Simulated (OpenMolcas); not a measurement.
**Levels of Ni²⁺ by method**

```json
{
  "Program": "OpenMolcas 26.06",
  "Basis": "ANO-RCC-VTZP [6s5p3d2f1g]",
  "Scalar Hamiltonian": "DKH2, point nucleus",
  "Active space": "8 electrons in 5 orbitals (3d)",
  "State averaging": "2S+1 = 3 even, 10 roots; 2S+1 = 1 even, 15 roots kept (CI in the orbitals of an earlier block)",
  "Spin-orbit coupling": "RASSI with atomic mean-field integrals over the reference wave functions, term energies averaged over their components"
}
```

Methods on the same reference wave functions:
A. CASSCF
B. SS-CASPT2, IPEA 0.25 Eh, imaginary shift 0.1 Eh (closed shells correlated: 3s 3p)

Energies in cm-1 above 3d8 3F4, the measured ground level; measured values from Corliss and Sugar, J. Phys. Chem. Ref. Data 10, 197 (1981).

```json
{"Level": "3d8 3F4", "A": "0.0", "B": "0.0", "Measured": "0.0"}
{"Level": "3d8 3F3", "A": "1344", "B": "1346", "Measured": "1361"}
{"Level": "3d8 3F2", "A": "2270", "B": "2250", "Measured": "2270"}
{"Level": "3d8 1D2", "A": "17188", "B": "13860", "Measured": "14032"}
{"Level": "3d8 3P2", "A": "20794", "B": "17200", "Measured": "16662"}
{"Level": "3d8 3P1", "A": "21181", "B": "17560", "Measured": "16978"}
{"Level": "3d8 3P0", "A": "21451", "B": "17820", "Measured": "17231"}
{"Level": "3d8 1G4", "A": "26669", "B": "23800", "Measured": "23109"}
{"Level": "3d8 1S0", "A": "64364", "B": "53600", "Measured": "52532"}
```

Deviations, from unrounded energies. A percentage is the sum of absolute deviations over the sum of measured energies, with the sign that they share, or ± where signs differ.

| Against measurement | Levels | A | B |
| --- | --- | --- | --- |
| mean absolute deviation (cm-1) | 8 | 3900 | 460 |
| fine structure of the ground term (%) | 2 | ±0.5 | -0.9 |
| other terms of the ground configuration (%) | 6 | +22.1 | ±2.6 |

B lies closest to measurement on these levels. The largest miss of B in the table is 3d8 1S0, by +1100 cm-1. The ranking rests on the paired levels alone, and a cruder setting can come out closer through cancelling errors.

From A to B the spin-free energies of the other terms of 3d8 shown, above 3F, scale by factors of 0.80 to 0.89, as is usual when dynamic correlation screens the repulsion within a d or f shell.

The lowest spin-free term lies below A's lowest term by 0.630 hartree in B.

CASPT2 breaks the degeneracy within a term, and the mean is taken; among the terms shown or strongly mixed into the levels shown the widest spread is 850 cm-1 (3d8 1G, B). Terms from blocks run as CI alone lack orbitals of their own. Without dynamic correlation excited terms often stand tens of per cent too high (terms of higher spin than the ground term too low), and those without a measured partner can miss by more than the paired ones (holds for A). Some levels mix across a computed gap that differs much from the measured one, so their mixing is not that of the real levels (holds for A). Computed and measured levels are paired by configuration, term and J; levels that our copy of the source lacks, or whose pairing is in doubt (as where it misses far off the trend of its configuration), stay unpaired and out of the deviations. Levels of configurations outside the active space are missing.
